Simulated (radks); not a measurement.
These are the eigenvalues of the occupied orbitals of an atom or ion with whole-number occupations (Ry). Method: non-relativistic Kohn-Sham, PBE, spin-polarised, spherical densities, point nucleus; computed with a radial shooting solver on a logarithmic mesh with Libxc functionals.

| orbital | eigenvalue |
|---|---|
| 1s up | -5641.449 |
| 1s down | -5641.421 |
| 2s up | -1160.857 |
| 2s down | -1158.569 |
| 2p up | -1128.077 |
| 2p down | -1126.437 |
| 3s up | -445.9748 |
| 3s down | -444.0680 |
| 3p up | -432.1684 |
| 3p down | -430.0482 |
| 3d up | -408.6560 |

Which element is it, and in what charge state? The configuration may be excited. Open shells, if any, are filled with parallel spins first.

Answer. Z = 79, gold, charge +56: Au56+ in [Ar] 3d5. The list shows which subshells hold electrons but not how many an open one holds; the 1s level, -2820.7 hartree, gives Z - s = 75.1 by -(Z - s)^2/2, which with screening narrows Z to a few neighbours, and the depths of the outer levels then fix element, charge and occupations together.
